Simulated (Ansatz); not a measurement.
Cost and result for the atomization energy of C$_{2}$H$_{4}$BClO (9 atoms, 9 bonds).

```csv
atom,x (Å),y (Å),z (Å)
B1,0.577,1.024,0.854
C2,0.160,-0.246,0.061
Cl3,0.278,1.829,-0.892
C4,-0.770,-1.120,-0.610
O5,0.706,-1.233,-0.557
H6,-0.248,1.413,1.628
H7,1.735,1.065,1.148
H8,-1.289,-1.886,-0.046
H9,-1.149,-0.846,-1.586
```

The species carries charge 0 and has multiplicity 1. The bonds changed during the relaxation, so this is another structure than the one it started from. All single points use the PBE0-D4/def2-TZVP geometry. Program: Ansatz. All runs use 2 threads of an Arm Neoverse V2 on a shared host. Times are those of one run each, without the atoms' runs, and a repeat can differ threefold. Electronic energies, without spin–orbit coupling; frozen cores. CCSD(T)/CBS adds CCSD(T) − MP2 in def2-TZVPP to the MP2 limit, and its time is that of the two runs behind it. T1 = 0.017. HSE06 is the plane-wave form, built on full-range PBE exchange.

CCSD(T)/CBS is a level of theory with its own doubt, some kJ/mol a heavy atom from the limit and from the frozen cores, so smaller differences don't rank the functionals.

| level | functions | wall time |
| --- | --- | --- |
| LDA (SPW92)/def2-TZVPP | 222 | 1.4 s |
| PBE-D4/def2-TZVPP (with forces) | 222 | 3 s |
| PBE0-D4/def2-TZVPP | 222 | 3.1 s |
| HSE06-D4/def2-TZVPP | 222 | 3.4 s |
| CAM-B3LYP-D4/def2-TZVPP | 222 | 3.8 s |
| CCSD(T)/def2-SVP | 94 | 4.4 s |
| r2SCAN-D4/def2-TZVPP (with forces) | 222 | 6 s |
| PBE-QIDH/def2-TZVPP | 222 | 6.5 s |
| B97M-V/def2-TZVPP | 222 | 12 s |
| ωB97M-V/def2-TZVPP (with forces) | 222 | 13 s |
| MP2/def2-QZVPP | 418 | 22 s |
| CCSD(T)/def2-TZVPP | 222 | 120 s |
| CCSD(T)/CBS(def2) | – | 2.3 min |

Q: What atomization energy does each give, and how far from CCSD(T)/CBS? (Estimate.)

A: Computed: 
```tsv
level	atomization (kcal/mol)	difference from CCSD(T)/CBS	per bond
LDA (SPW92)/def2-TZVPP	951.1	148.2	16.5
PBE-D4/def2-TZVPP (with forces)	842.1	39.2	4.3
PBE0-D4/def2-TZVPP	818.3	15.4	1.7
HSE06-D4/def2-TZVPP	819.2	16.3	1.8
CAM-B3LYP-D4/def2-TZVPP	808.9	6.0	0.7
CCSD(T)/def2-SVP	765.1	-37.8	-4.2
r2SCAN-D4/def2-TZVPP (with forces)	818.7	15.8	1.7
PBE-QIDH/def2-TZVPP	806.5	3.6	0.4
B97M-V/def2-TZVPP	814.4	11.5	1.3
ωB97M-V/def2-TZVPP (with forces)	812.3	9.4	1.0
MP2/def2-QZVPP	817.9	15.0	1.7
CCSD(T)/def2-TZVPP	782.1	-20.8	-2.3
CCSD(T)/CBS(def2)	802.9	0.0	0.0
```

In def2-TZVPP, CCSD(T) changes the Hartree–Fock value by +214.6 kcal/mol (the triples alone add +17.5 kcal/mol) and MP2 by +238.2 kcal/mol; breaking electron pairs costs correlation energy, which Hartree–Fock lacks. Leaving LDA and LC-ωPBE aside and taking each functional with its dispersion term where it has one, the values, not all of them listed here, spread over 68.5 kcal/mol, from BHLYP-D4 to PBE-D4. LDA lies +113.4 kcal/mol from PBE without D4, its usual overbinding. At CCSD(T), def2-SVP lies −37.9 kcal/mol from the extrapolated value and def2-TZVPP −20.8 kcal/mol: correlation converges slowly with the basis, and small sets miss more of it in the bonded molecule than in its fragments.
